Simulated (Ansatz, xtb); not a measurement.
## CHB3: where a starting geometry ends

The starting geometry of this gas-phase singlet was built from a drawn formula by distance geometry and a force field; its bonds are those of `[B]C1B=B1`.

```xyz
5

C    -0.3607    0.2462   -1.2871
B    -1.5712   -0.6422   -0.8099
B    -0.3578    0.9750   -2.5678
B     0.1345   -0.3605   -2.7266
H     0.3490    0.3841   -0.4314
```

Question: Where would you expect an optimisation with r2SCAN-D4/def2-SVP to take it?

Answer: A new bond forms, giving a structure given below by its coordinates. Distances that change by over a tenth: C1–B4 (1.64 → 1.87 Å), B3–B4 (1.43 → 1.60 Å). Contacts that close: B2–B4 (2.58 → 1.60 Å).

The energy falls by 4.00 eV over 11 steps:

| step | E − E(last) (eV) |
| --- | --- |
| 1 | 3.999 |
| 2 | 3.356 |
| 3 | 2.430 |
| 4 | 1.205 |
| 5 | 0.561 |
| 7 | 0.065 |
| 8 | 0.003 |
| 9 | 0.001 |
| 10 | 0.001 |
| 11 | 0.000 |

Final geometry (Å):

```xyz
5

C    -0.2028    0.3342   -1.1331
B    -1.0263   -0.9531   -1.2283
B     0.0704    0.8782   -2.5381
B    -0.7888   -0.4559   -2.7285
H     0.1413    0.7993   -0.1948
```

From the same start GFN2-xTB ends elsewhere, at `[B+]1B2C=[B-]12`.

The end wasn't checked by frequencies. Run with Ansatz 0.2.0, 13 s on 1 thread of Arm Neoverse V2 (shared host).
